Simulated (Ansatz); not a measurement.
System: sum formula GaO$_{2}$H$_{2}$, net charge 0, doublet state. It need not be the lowest isomer of its formula. 
Geometry from a B3LYP-D3(BJ)/def2-TZVP (Ansatz, a program for electronic structure) optimisation:
```
Ga
O 1 1.8122
H 2 0.9632 1 114.15
O 1 1.8122 2 112.82 3 -180.00
H 4 0.9632 1 114.15 2 -180.00
```
Charge 0, spin multiplicity 2.

Basis-set convergence of Hartree-Fock and CCSD correlation energies (hartree) with Ansatz. Valence correlation only, unless marked. UHF or UKS for open shells. Spin-orbit coupling is left out. Frozen are the shells of the preceding noble gas and the d and f shells that filled before the atom's block. No relativistic terms.

| basis | functions | E(HF) | E(corr, CCSD) |
|---|---|---|---|
| aug-cc-pVDZ | 100 | -2074.16784 | -0.47560 |
| aug-cc-pVTZ | 197 | … | … |

Question: Complete the blanks.

Answer: 
- aug-cc-pVTZ, E(HF): -2074.27751
- aug-cc-pVTZ, E(corr, CCSD): -0.56853
